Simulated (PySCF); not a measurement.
## Two-component Hartree-Fock for Sb²⁰⁺ (antimony, charge +20)

Start: [Ar] 3d10 4s2 4p1; 4p1/2 filled at m_j = +1/2. Calculated with PySCF 2.14 in an uncontracted even-tempered set (18 s from 1.3 bohr⁻², ratio 2.8; 13 p from 1.7 bohr⁻², ratio 2.8; 8 d from 2.9 bohr⁻², ratio 2.8; 4 f from 8.2 bohr⁻², ratio 3): generalised Hartree-Fock with the X2C-1e Hamiltonian and a Gaussian nucleus; one run each with spin-orbit coupling (SO) switched off, then screened by Boettger's factors.

| spinor shell | electrons | ε, spin-free (eV) | ε, screened SO (eV) | weight of nominal j (screened SO) | rms radius, screened SO (bohr) |
| --- | --- | --- | --- | --- | --- |
| 1s1/2 | 2 | -31222.2 | -31218.8 | 1.000 | 0.0325 |
| 2s1/2 | 2 | -5325.4 | -5324.0 | 1.000 | 0.133 |
| 2p1/2 | 2 | -4832.8 | -5008.3 | 1.000 | 0.115 |
| 3s1/2 | 2 | -1511.5 | -1510.7 | 1.000 | 0.347 |
| 3p1/2 | 2 | -1345.8 | -1380.3 | 1.000 | 0.340 |
| 3p3/2 | 4 | -1345.8 | -1329.2 | 1.000 | 0.352 |
| 3d3/2 | 4 | -1098.8 | -1104.6 | 1.000 | 0.322 |
| 3d5/2 | 6 | -1098.8 | -1093.9 | 1.000 | 0.325 |
| 4s1/2 | 2 | -625.47 | -625.16 | 0.999 | 0.760 |
| 4p1/2 | 1 | -574.16 | -582.94 | 1.000 | 0.779 |

Where does 2p3/2 lie, and what is the 2p spin-orbit splitting (screened SO)?

At -4752.4 eV, 255.88 eV above 2p1/2.

```
   quantity    spin-free  screened SO
E (hartree)  -6307.76229  -6309.71841
        M_J          1/2          1/2
       ⟨J²⟩        1.092        0.753
       ⟨L²⟩        2.010        2.020
       ⟨S²⟩        0.753        0.764
```

Each row is a mean over spinors that exchange with the open shell spreads, by up to 3.573 eV (3p1/2).

Breit and QED terms are absent; they matter most for the inner s and p1/2 levels.

Densities and radii are taken from the X2C orbitals without a picture-change correction, which distorts them close to the nucleus.

Without spin-orbit coupling the j labels of p, d and f shells carry no meaning; the spin-free column gives the mean over the occupied spinors of each nl shell, and its ⟨J²⟩ belongs to a mixture of degenerate components.
